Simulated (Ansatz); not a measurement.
The cluster Si2Pt5⁻, relaxed as a doublet with UKS r2SCAN-D4/def2-SVPD in Ansatz, starting from the GFN1-xTB geometry. Force threshold 0.02 eV/Å.

In the def2 sets Pt takes a core potential; there is no spin–orbit coupling. The relaxation made no stability test and no search for a lower SCF solution. No other spin state of charge -1 was run. The structure comes from a short search, and lower isomers may exist.

Start:

Cartesian coordinates in Å:
```
Pt 0.1318 -1.4267 0.4144
Pt 2.2935 -1.2305 1.3242
Pt -1.5468 0.2114 -0.7408
Pt -1.9817 -2.1154 -0.3576
Pt 1.4491 0.8323 0.4410
Si -0.6389 2.1238 0.4919
Si 0.2930 1.6052 -1.5732
```

Problem. Estimate the energy that the relaxation releases and the steps that it takes.

Solution. 223.2 kJ/mol, in 28 steps; 11 min on 4 threads of Arm Neoverse V2 on a shared host. The force fell under the threshold at step 10, but the optimiser went on and released 1.122 eV more. No frequencies were taken in this run, so the end may be a saddle point.

Problem. Does the start keep its bonding and symmetry?

Solution. Bonds lost: Pt1–Pt3, Pt1–Pt5 (atoms count from 1). Bonds formed: Pt1–Si7 (atoms count from 1). Point group C2v at the start, Cs at the end, both within 0.05 Å.

Problem. Predict the relaxed structure.

Solution. 
```tsv
atom	x (Å)	y (Å)	z (Å)
Pt1	0.4449	-1.8263	-0.1608
Pt2	2.3694	-0.9734	1.1725
Pt3	-1.8739	0.7213	-0.5605
Pt4	-1.9961	-1.8710	-0.6599
Pt5	1.3388	1.3813	0.7959
Si6	-0.6509	2.3091	0.4134
Si7	0.3677	0.2590	-1.0007
```
Bond lengths (bridged metal pairs left out): 5 × Pt–Si 2.23 to 2.33 Å; 4 × Pt–Pt 2.49 to 2.60 Å.
